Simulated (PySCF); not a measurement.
# Excitation energy of Al⁺ by level of theory

Al⁺ [Ne] 3s2 (1S) → Al⁺ [Ne] 3s1 3d1 (3D), as a difference of total energies. Computed with PySCF 2.14 in aug-cc-pV(T+d)Z (6s5p4d2f, 55 functions), with no relativity, point nucleus. Correlated levels: valence: [Ne] frozen. The calculations carry no spin-orbit coupling.

| method | excitation energy (eV) |
| --- | --- |
| UHF | 10.814 |
| MP2 (valence) | 11.449 |
| SCS-MP2 (valence) | 11.682 |
| CCSD (valence) | 11.679 |

Problem. How much does correlation contribute at MP2 (valence)?

Solution. 11.449 − (10.814) = 0.635 eV, measured against UHF.

Errors of the correlated levels include the incompleteness of this basis and the frozen core.

With two correlated electrons CCSD is exact in that space.

For comparison: 11.847 eV (measured; NIST levels, between the centres of gravity of the two terms).
